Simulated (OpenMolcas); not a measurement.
Mn6+, Tc6+, Re6+: d down the group

```json
{"Program": "OpenMolcas 26.06", "Method": "RASSCF", "Basis": "ANO-RCC-VQZP", "Scalar Hamiltonian": "DKH2, point nucleus", "Spin-orbit coupling": "state interaction with AMFI integrals over the reference wave functions, term energies averaged over their components"}
```

Active space for each ion: 7 electrons in 8 orbitals (RAS1 p, at most 2 holes; RAS2 d).

Computed levels in cm-1 above 2D 3/2:

| Level | Mn6+ | Tc6+ | Re6+ |
| --- | --- | --- | --- |
| 2D 5/2 | 1349 | 3385 | 11646 |
| weight of 2D in the lowest level (%) | 100 | 100 | 100 |

Measured, with the error of the calculation in %. Measured levels: Mn6+ from Corliss and Sugar, J. Phys. Chem. Ref. Data 6, 1253 (1977).

```tsv
Level	Mn6+
2D 5/2	1350 (-0.1)
```

The fine-structure level 2D 5/2 changes by a factor of 8.63 from Mn6+ to Re6+.

Without dynamic correlation excited terms often stand tens of per cent too high (terms of higher spin than the ground term too low), and those without a measured partner can miss by more than the paired ones. Active for correlation alone: 3p; no level in the range computed is led by a configuration that opens it, so any true level of that kind is missing (holds for Mn6+). Active for correlation alone: 4p; no level in the range computed is led by a configuration that opens it, so any true level of that kind is missing (holds for Tc6+). Active for correlation alone: 5p; no level in the range computed is led by a configuration that opens it, so any true level of that kind is missing (holds for Re6+). Computed and measured levels are paired by configuration, term and J; levels that our copy of the source lacks, or whose pairing is in doubt (as where it misses far off the trend of its configuration), stay unpaired and out of the deviations. Levels of configurations outside the active space are missing.
